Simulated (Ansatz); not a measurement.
Two isomers of C8H16: A = `C[C@@H]1CCCC[C@@H]1C`, B = `C=C(C)C(CC)CC`.

Program: Ansatz. Geometries: PBE0-D4/def2-TZVP. ΔE: electronic, gas phase. CCSD(T)/CBS is the MP2 limit (def2-TZVPP, def2-QZVPP) plus CCSD(T) − MP2 in def2-TZVPP, frozen cores. DFT in def2-TZVPP. Each species was taken in one conformer, which may not be the lowest.

A:

Z-matrix (Å, degrees):
```
C
C 1 1.524
H 1 1.092 2 112.5
H 1 1.093 2 110.2 3 -119.7
H 1 1.092 2 111.6 3 120.9
C 2 1.530 1 111.7 3 66.1
C 2 1.537 1 113.7 3 -58.6
H 2 1.098 1 107.0 3 -176.5
C 6 1.523 2 112.7 1 -71.4
H 6 1.095 2 109.8 1 52.1
H 6 1.097 2 108.7 1 168.2
C 7 1.526 2 111.6 1 71.1
C 7 1.519 2 113.1 1 -55.5
H 7 1.100 2 105.9 1 -173.0
C 9 1.522 6 111.0 2 -55.9
H 9 1.094 6 109.9 2 -178.1
H 9 1.096 6 109.9 2 65.3
H 12 1.097 7 109.5 2 -66.6
H 12 1.095 7 109.3 2 177.7
H 13 1.094 7 111.4 2 -51.4
H 13 1.093 7 110.8 2 -171.5
H 13 1.093 7 111.5 2 69.1
H 15 1.098 9 109.0 6 -66.0
H 15 1.094 9 110.5 6 177.3
```

B:

Z-matrix (Å, degrees):
```
C
C 1 1.497
H 1 1.094 2 111.4
H 1 1.094 2 111.4 3 -118.9
H 1 1.090 2 111.1 3 120.6
C 2 1.509 1 117.5 3 59.1
C 2 1.329 1 121.3 3 -120.9
C 6 1.531 2 112.2 1 62.2
C 6 1.531 2 112.2 1 -62.6
H 6 1.098 2 106.8 1 179.8
H 7 1.085 2 121.3 1 -180.0
H 7 1.085 2 121.6 1 0.0
C 8 1.518 6 114.0 2 57.7
H 8 1.095 6 107.9 2 179.7
H 8 1.096 6 109.3 2 -65.7
C 9 1.518 6 114.0 2 -57.9
H 9 1.096 6 109.3 2 65.6
H 9 1.095 6 107.9 2 -179.9
H 13 1.094 8 111.0 6 57.8
H 13 1.092 8 111.2 6 177.8
H 13 1.092 8 111.5 6 -61.5
H 16 1.094 9 111.0 6 -57.9
H 16 1.092 9 111.5 6 61.5
H 16 1.092 9 111.2 6 -177.9
```

Problem. Which isomer does CCSD(T)/CBS put lower? Give the gap. (Best estimate.)

Solution. Computed: A, by 75.5 kJ/mol.

Problem. Give E(B) − E(A) in kJ/mol with LDA (SPW92), HF/def2-TZVPP, r2SCAN-D4, B2PLYP, ωB97M-V, CCSD(T)/def2-TZVPP, PBE-D4. (An estimate is asked.)

Solution. Computed: LDA (SPW92) 101.4, HF/def2-TZVPP 62.0, r2SCAN-D4 75.4, B2PLYP 65.4, ωB97M-V 77.8, CCSD(T)/def2-TZVPP 75.9, PBE-D4 73.4. None reverses the order clearly.

Largest T1 diagnostic: 0.009.

From r2SCAN to r2SCAN0 (25 % exact exchange), in def2-TZVPP and without D4, E(B) − E(A) moves by +9.8 kJ/mol. The D4 term adds +5.8 kJ/mol with B3LYP and +2.5 kJ/mol with PBE0; it sums over pairs of atoms, weighted by their polarisabilities, and B3LYP, whose exchange is more repulsive, gets the larger term.

B3LYP here is the variant with VWN-RPA as its local correlation; programs differ in this.
